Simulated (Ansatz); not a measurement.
## Which isomer of FH5OSi2 gives these data?

These gas-phase data were calculated for one isomer of FH5OSi2 at r2SCAN-D4/def2-SVP (harmonic, unscaled wavenumbers; equilibrium rotational constants with average atomic masses):

```
rotational constants            : 12.03, 2.093, 1.887 GHz
all wavenumbers above 1500 cm⁻¹ : 2292, 2263, 2254, 2243, 2224
dipole moment                   : 1.31 D (PBE0/def2-TZVPD)
```

Candidates:

(1) `F[SiH2]O[SiH3]`, a singlet
(2) `O[SiH2][SiH2]F`, a singlet

Question: Which structure fits?

Answer: Candidate (1). No mode falls between 3300 and 4000 cm⁻¹, where the O–H stretch of (2) would stand.

The same quantities for all candidates:

```
     rotational constants (GHz)   wavenumbers above 1500 cm⁻¹  dipole (D)  E above the lowest, r2SCAN-D4/def2-SVP (kcal/mol)
(1)         12.03, 2.093, 1.887  2292, 2263, 2254, 2243, 2224        1.31                                                0.0
(2)          7.04, 2.867, 2.168  3829, 2238, 2231, 2221, 2195        1.58                                               32.6
```

Harmonic stretches to hydrogen usually lie a few per cent above observed fundamentals. Each candidate is one conformer. Programs: Ansatz 0.2.0.
